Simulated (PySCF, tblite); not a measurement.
Compound: C₄H₉Cl₃OSi₂.
Geometry (GFN2-xTB, Å), atoms numbered from 1 in this order:
```xyz
19
C4H9Cl3OSi2 angstrom
C     -2.6014   -0.0680    1.2117
O     -2.2266   -0.8261    0.0977
Si    -1.5635   -0.3688   -1.3093
C      0.1098    0.4993   -1.0814
C      1.1338    0.1182   -0.3146
Si     2.7672    1.0758   -0.1689
Cl     2.3748    2.9884   -0.6678
C      1.0596   -1.1319    0.4873
Cl     0.8773   -0.7186    2.2153
Cl     2.5519   -2.0736    0.2868
H     -2.9606   -0.7559    1.9778
H     -3.3991    0.6313    0.9522
H     -1.7517    0.4951    1.6044
H     -2.4075    0.5808   -2.0379
H     -1.4407   -1.6791   -1.9324
H      0.2456    1.4270   -1.6246
H      3.2693    1.0498    1.1989
H      3.7308    0.5433   -1.1279
H      0.2211   -1.7779    0.2253
```

Method: PBE0/pcSseg-1 in PySCF (dipole) on a GFN2-xTB geometry, gas phase.

Masses are those of the commonest isotopes; rigid-rotor values at the optimised geometry. The values belong to one conformer with, in the numbering `[CH3:1][O:2][SiH2:3]/[CH:4]=[C:5](/[SiH2:6][Cl:7])[CH:8]([Cl:9])[Cl:10]`, C1–O2–Si3–C4 59°, O2–Si3–C4–C5 46°, C4–C5–Si6–Cl7 24°, C4–C5–C8–Cl9 -107°.

Problem. What are A, B and C (MHz)?

Solution. Ia = 769.24, Ib = 1111.72, Ic = 1460.93 u·Å²; 505379 MHz·u·Å²/I gives A = 657.0, B = 454.6, C = 345.9 MHz.

Problem. What kind of rotor is it?

Solution. An asymmetric top. Ray's parameter κ = (2B − A − C)/(A − C) = -0.301; −1 is the prolate and +1 the oblate limit.

Problem. Is it planar, by Δ = Ic − Ia − Ib?

Solution. Not planar: Δ = Ic − Ia − Ib = -420.02 u·Å². For a rigid frame Δ = −2 Σ m c², so Σ m c² = 210.01 u·Å² lies off the ab plane: 19.88 from hydrogen and 190.13 from heavier atoms. The atom farthest from that plane is 2.26 Å away.

Problem. Give the other two planar moments, Paa and Pbb, and the rms extents of the mass along the axes.

Solution. Paa = Σ m a² = (Ib + Ic − Ia)/2 = 901.71 and Pbb = Σ m b² = (Ia + Ic − Ib)/2 = 559.23 u·Å². With the mass M = 233.93 u, the rms extents √(P/M) along a, b and c are 1.96, 1.55, 0.95 Å.

Problem. List the rotational levels J(Ka,Kc) to J = 2 (MHz).

Solution. Above 0(0,0):
J = 1: 1(0,1) 801, 1(1,1) 1003, 1(1,0) 1112
J = 2: 2(0,2) 2368, 2(1,2) 2495, 2(1,1) 2821, 2(2,1) 3428, 2(2,0) 3462

Problem. Predict some low-J microwave lines.

Solution. The dipole components are |μa| = 1.00 D, |μb| = 0.94 D, |μc| = 0.06 D. Intensities carry the squares of the components, which stand as 1.00 : 0.87 : 0.00 (a : b : c). Some lines, for components of 0.1 D or more:

| type | branch | J(Ka,Kc) | MHz | lower level (cm⁻¹) |
| --- | --- | --- | --- | --- |
| b | Q | 1(1,0) ← 1(0,1) | 311 | 0.027 |
| a | Q | 2(1,1) ← 2(1,2) | 326 | 0.083 |
| b | Q | 2(1,1) ← 2(0,2) | 453 | 0.079 |
| b | Q | 2(2,0) ← 2(1,1) | 641 | 0.094 |
| a | R | 1(0,1) ← 0(0,0) | 801 | 0.000 |
| b | Q | 2(2,1) ← 2(1,2) | 933 | 0.083 |
| b | R | 1(1,1) ← 0(0,0) | 1003 | 0.000 |
| b | R | 2(0,2) ← 1(1,1) | 1365 | 0.033 |
| a | R | 2(1,2) ← 1(1,1) | 1492 | 0.033 |
| a | R | 2(0,2) ← 1(0,1) | 1568 | 0.027 |
| b | R | 2(1,2) ← 1(0,1) | 1695 | 0.027 |
| a | R | 2(1,1) ← 1(1,0) | 1710 | 0.037 |
| b | R | 2(2,1) ← 1(1,0) | 2317 | 0.037 |
| b | R | 2(2,0) ← 1(1,1) | 2459 | 0.033 |

Problem. Estimate the classical rotational partition function at 50 K, 200 K and 500 K.

Solution. Point group C1, symmetry number σ = 1; q = (√π/σ)·√((kT/h)³/(ABC)), k/h = 20836.6 MHz/K: 185000 at 50 K, 1480000 at 200 K, 5860000 at 500 K.

Its GFN2-xTB frequencies are all real (lowest 24 cm⁻¹). Constants of a rigid frame at the computed geometry: no zero-point averaging, no centrifugal distortion. A rigid rotor knows nothing of internal rotation, which can split or shift real lines. Quadrupole hyperfine structure (35Cl) is left out.
